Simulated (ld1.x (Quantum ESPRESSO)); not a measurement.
## calcium (Ca): excitation energies, all-electron against ultrasoft

calcium (Ca), ultrasoft, made with ld1.x (Quantum ESPRESSO) 7.5 (LDA (PZ), scalar-relativistic). Core [Ne], reference 3s2 3p6 3d1 4s1 4p0. Waves: 3s (bound): rcut 1.85, rcutus 2.30 bohr; 4s (bound): rcut 1.85, rcutus 2.30 bohr; 3p (bound): rcut 1.85, rcutus 2.10 bohr; 4p (bound, empty): rcut 1.85, rcutus 2.10 bohr; 3d (bound): rcut 3.25, rcutus 3.95 bohr; 3d channel at 0.5 Ry: rcut 3.25, rcutus 3.95 bohr; 4f channel at -0.1 Ry: rcut 2.25, rcutus 3.15 bohr. Local part: all-electron potential smoothed inside 2.40 bohr (lloc = -2). Core correction: none. Augmentation charge: PSQ, inside the norm-conserving radii.

Energies are relative to the spin-unpolarised reference configuration 3s2 3p6 3d1 4s1 4p0; without spin polarisation the order of configurations can differ from experiment. Not all tests gave a result: test run stopped at test 6 of 9 (negative rho).

Q: Give the all-electron excitation energy and the error of the potential for: 3s2 3p6 3d0 4s2 4p0; 3s2 3p6 3d0 4s1 4p0; 3s2 3p6 3d0 4s0 4p0; 3s2 3p6 3d0 4s0 4p1; 3s2 3p6 3d0.5 4s1.5 4p0.

A:

| valence configuration | charge | ΔE all-electron (eV) | error AE − PS (meV) |
| --- | --- | --- | --- |
| 3s2 3p6 3d0 4s2 4p0 | 0 | -2.242 | +39 |
| 3s2 3p6 3d0 4s1 4p0 | +1 | 4.221 | +48 |
| 3s2 3p6 3d0 4s0 4p0 | +2 | 16.171 | +62 |
| 3s2 3p6 3d0 4s0 4p1 | +1 | 7.343 | +38 |
| 3s2 3p6 3d0.5 4s1.5 4p0 | 0 | -1.220 | +6.4 |

Levels in the configuration 3s2 3p6 3d0 4s0 4p0:

```json
{"level": "3s", "all-electron (eV)": "-62.068", "pseudo (eV)": "-61.909"}
{"level": "3p", "all-electron (eV)": "-43.116", "pseudo (eV)": "-42.952"}
```
